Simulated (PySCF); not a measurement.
Dipole moment and polarisability of `CS(=O)(=O)OCC(=O)O`

C3H6O5S.
Numbering: `[CH3:1][S:2](=[O:3])(=[O:4])[O:5][CH2:6][C:7](=[O:8])[OH:9]` (hydrogens: H10, H11, H12 on C1; H13, H14 on C6; H15 on O9)

Structure used (GFN2-xTB), in Å, numbered top down from 1:
```
atom  x, y, z in Å
C1    -1.8907    0.7770    0.5079
S2    -1.0226    0.0387   -0.8797
O3     0.0193    0.8949   -1.3587
O4    -1.9799   -0.4535   -1.8125
O5    -0.3240   -1.2284   -0.1349
C6     1.0703   -1.3232   -0.2794
C7     1.8042   -0.0492    0.1145
O8     2.8682    0.2745   -0.3256
O9     1.1837    0.6211    1.0929
H10   -2.5809    0.0306    0.8745
H11   -1.1559    1.0424    1.2543
H12   -2.4196    1.6478    0.1436
H13    1.3456   -1.5634   -1.3115
H14    1.3959   -2.1338    0.3814
H15    1.6821    1.4325    1.2869
```

Level: PBE0/def2-SVPD (PySCF), static field, nuclei fixed, core orbitals frozen in the response. The polarisability tensor in these axes (au):

```
x   82.98 -1.74 -0.83
y   -1.74 66.98  4.48
z   -0.83  4.48 66.70
```

What are the eigenvalues, a third of the trace, and Δα (Δα² = ½Σ(αi − αj)² over the three pairs)?

Principal values 62.34, 71.05 and 83.28 au; mean 72.22 au = 10.70 Å³ = 11.91 × 10⁻⁴⁰ C²·m²/J; Δα = 18.22 au (25 % of the mean).

What is the dipole moment, and where does it point?

(-1.02, 0.29, 4.33) D, 4.45 D in size, pointing from the negative to the positive side. Measured along this direction, the outermost atoms are H13 at the negative end and H11 and H10 at the positive end.

Estimate the molar refractivity from the static electronic polarisability.

Lorentz–Lorenz: R = (4π/3)N_A α = 2.5225 cm³/(mol·Å³) × 10.70 Å³ = 27.0 cm³/mol, in the limit of long wavelengths.

Traceless (Buckingham) quadrupole moment about the centre of nuclear charge: eigenvalues?

-12.22, -3.40, 15.62 D·Å. The values depend on the origin, since the dipole doesn't vanish. The electronic extent ⟨r²⟩ about the same centre is 1226 bohr², a root-mean-square distance of 2.07 Å for the 80 electrons.

In TDDFT the mean static polarisability is Σ f/ω² over all singlet excitations (ω in hartree). How much of it do the 6 lowest give? Their energies (eV) and oscillator strengths: 5.89, 0.0005; 7.38, 0.0267; 7.68, 0.0071; 8.01, 0.0346; 8.02, 0.0089; 8.13, 0.0432.

They add up to 1.45 au, 2.0 % of the 72.22 au; the largest single term is 0.48 au, from the state at 8.13 eV. Terms in order: 0.01, 0.36, 0.09, 0.40, 0.10, 0.48 au. Higher excitations give the rest. The strengths listed sum to 0.121.

Directions of the eigenvectors, and the extent of the frame along each?

Largest value along (0.99, -0.13, -0.08), where the nuclei span 5.45 Å; middle along (0.15, 0.70, 0.70), 4.03 Å; least along (-0.03, -0.70, 0.71), 3.32 Å. The response follows the extents in order.

What would n − 1 = 2πNα be for an ideal gas of these molecules at 273.15 K and 1 atm, electronic part alone?

N = p/kT = 2.6868 × 10¹⁹ cm⁻³, so n − 1 = 2π × N × 10.70 × 10⁻²⁴ cm³ = 1807 × 10⁻⁶ at long wavelengths, for an ideal gas.

Isolated species at its GFN2-xTB geometry (one conformer only).
